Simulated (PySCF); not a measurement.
**Relaxation of singlet HPbN**

Computed with PBE0 in PySCF with Pb def2-TZVP with ECP60, N def2-TZVP, H def2-TZVP; scalar-relativistic core potentials, no spin–orbit coupling; density-fitted integrals. A (50,194) grid was used.

A hand-made bent start, of Cs symmetry, held to at least that symmetry:

```xyz
3
charge 0 multiplicity 1, angstrom
Pb    0.0938    0.0000   -0.0748
N    -1.5035    0.0000    1.0437
H     1.5355    0.0000    0.9347
```

Optimiser trace:
| step | E − E(last) (kJ/mol) | largest gradient (Eh/bohr) |
| --- | --- | --- |
| 0 | 70.37 | 0.01210 |
| 1 | 61.32 | 0.01557 |
| 2 | 50.92 | 0.03698 |
| 3 | 43.14 | 0.02590 |
| 4 | 22.90 | 0.04674 |
| 5 | 8.75 | 0.02465 |
| 6 | 1.54 | 0.02454 |
| 7 | 0.13 | 0.00346 |
| 8 | 0.09 | 0.00188 |
| 9 | 0.00 | 0.00012 |
| 10 | 0.00 | 0.00001 |

It ends at C∞v with Pb–H 1.712 Å, Pb–N 1.856 Å; H–Pb–N 180.0°. No frequency check is given, so it may be a saddle point. Other isomers or separated fragments may lie lower.

Final geometry:
```xyz
3
charge 0 multiplicity 1, angstrom
Pb    0.0899    0.0000    0.6326
N    -1.7647    0.0000    0.7013
H     1.8006    0.0000    0.5698
```

No spin–orbit coupling is included, which matters more the heavier the element.

The relaxation took about 40 core-seconds on a shared host.
